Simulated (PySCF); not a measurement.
How methods differ on the excitation energy of Sr

Sr [Kr] 5s2 (1S) → Sr [Kr] 4d1 5s1 (3D), as a difference of total energies. All numbers are calculated (PySCF 2.14, the spin-free X2C one-electron Hamiltonian (Gaussian nucleus), in x2c-QZVPPall). Correlated levels: valence: [Kr] frozen; valence and next inner shell: [Ar] 3d10 frozen. The calculations carry no spin-orbit coupling.

```
                                method  excitation energy (eV)  error (eV)
                                   UHF                   1.860      -0.403
                                   LDA                   1.852      -0.411
                                   PBE                   1.685      -0.578
                                  PBE0                   1.762      -0.501
                                r2SCAN                   1.431      -0.832
                                PBEsol                   1.685      -0.578
                             BHandHLYP                   2.070      -0.193
                                 B97-3                   2.122      -0.141
                         MP2 (valence)                   2.262      -0.001
                     SCS-MP2 (valence)                   2.442      +0.179
    MP2 (valence and next inner shell)                   2.270      +0.007
SCS-MP2 (valence and next inner shell)                   2.434      +0.171
```

Reference: 2.263 eV (measured; NIST levels, between the centres of gravity of the two terms).

Errors of the correlated levels include the incompleteness of this basis and the frozen core.
